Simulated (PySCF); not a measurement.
Different ions with F ligands: tetrahedral complexes compared

All values are computed with PySCF: state-averaged CASSCF of the d shell with SC-NEVPT2, spin-free X2C, triple-zeta basis on the metal and double-zeta on the ligands, mean-field spin-orbit coupling; DFT geometries.

| complex | point group | M–L / Å | L–M–L / ° | solvent |
| --- | --- | --- | --- | --- |
| VF4 | D2d | 1.71 | 106–116 | none |
| MnF4 | C2 | 1.69–1.71 | 96–131 | none |
| NbF4 | D2d | 1.86 | 100–131 | none |
| CrF4 | Td | 1.70 | 109 | none |
| [FeF4]- | Td | 1.81 | 109 | dichloromethane |
| [TiF4]- | D2d | 1.85 | 102–125 | dichloromethane |

For NbF4 the d shell alone is too small an active space: its values show what this model gives and aren't sound predictions.

(1) Rank by the spin-orbit constant ζ, lowest first.
A. VF4
B. [FeF4]-
C. [TiF4]-
D. MnF4
E. CrF4
F. NbF4

(2) What are the ground states and moments?

In VF4, MnF4, NbF4, [TiF4]- the symmetry is lower than cubic, so the total splitting isn't 10Dq alone: it holds the effect of the lower symmetry too.

In MnF4 the metal orbitals mix much with the ligands', for which an active space of the metal shell alone is small.

Answers

(1) C (125 cm⁻¹), A (181 cm⁻¹), E (243 cm⁻¹), D (319 cm⁻¹), B (426 cm⁻¹), F (506 cm⁻¹).

(2) 
```tsv
complex	shell	ground state (NEVPT2)	total orbital splitting (CASSCF fit) / cm⁻¹	μeff(300 K) / μB
VF4	d1	2A1 (from 2E)	15569	1.73
MnF4	d3	4B (from 4T1)	16816	3.81
NbF4	d1	2A1 (from 2E)	33606	1.66
CrF4	d2	3A2	11593	2.79
[FeF4]-	d5	6A1	6329	5.92
[TiF4]-	d1	2A1 (from 2E)	15594	1.75
```
